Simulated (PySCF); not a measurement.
**Electron correlation in Co²⁺ (cobalt, charge +2)**

[Ar] 3d6 4p1, one real determinant (an excited configuration). All numbers are calculated (PySCF 2.14, the spin-free X2C one-electron Hamiltonian (Gaussian nucleus), in ANO-RCC-VTZP (6s5p3d2f1g, 59 functions)). Frozen: [Ne]; 15 electrons correlated.

MP2 pair energies summed by pair of shells (mhartree):

```json
{"pair": "3p-3d", "energy": "-168.52", "share (%)": "41.9"}
{"pair": "3d-3d", "energy": "-108.72", "share (%)": "27.0"}
{"pair": "3p-3p", "energy": "-65.00", "share (%)": "16.2"}
{"pair": "3s-3p", "energy": "-19.61", "share (%)": "4.9"}
{"pair": "3s-3d", "energy": "-17.73", "share (%)": "4.4"}
{"pair": "3d-4p", "energy": "-12.19", "share (%)": "3.0"}
{"pair": "3p-4p", "energy": "-7.19", "share (%)": "1.8"}
{"pair": "3s-3s", "energy": "-2.83", "share (%)": "0.7"}
{"pair": "3s-4p", "energy": "-0.50", "share (%)": "0.1"}
```

Total MP2 correlation energy: -402.30 mhartree.

Same-spin part -143.88 and opposite-spin part -258.42 mhartree; SCS-MP2 scales them by 1/3 and 6/5 to -358.06 mhartree.

The reference is one real determinant that mixes LS terms of this configuration.
